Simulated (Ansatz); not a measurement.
Mulliken charges of CH$_{3}$F$_{2}$GaO (`FC(F)[O][GaH2]`) from r2SCAN/def2-TZVPP in Ansatz (PBE0-D4/def2-TZVP geometry).

```csv
atom,x (Å),y (Å),z (Å),charge (e)
F1,-0.259,-1.214,1.692,-0.190
C2,0.345,-0.180,1.074,0.446
F3,0.963,-0.802,-0.105,-0.243
O4,-0.467,0.725,0.621,-0.414
Ga5,-0.511,0.428,-1.244,0.449
H6,1.187,0.151,1.688,0.071
H7,0.343,1.469,-2.019,-0.062
H8,-1.600,-0.578,-1.707,-0.058
```

By hand: the dipole of these point charges (1 e Å = 4.8032 D).

Σ q r = (0.089, 0.190, -0.289) e Å, of length 0.357 e Å = 1.71 D.

How does the dipole of the full density compare? (An estimate is asked.)

Computed: (0.110, 0.175, -0.195) e Å, 1.36 D; the point charges give 1.26 times that, at 12° from its direction.

Point charges leave out the atoms' own dipoles, such as those of lone pairs, and Mulliken's split depends on the basis, so the two needn't agree.
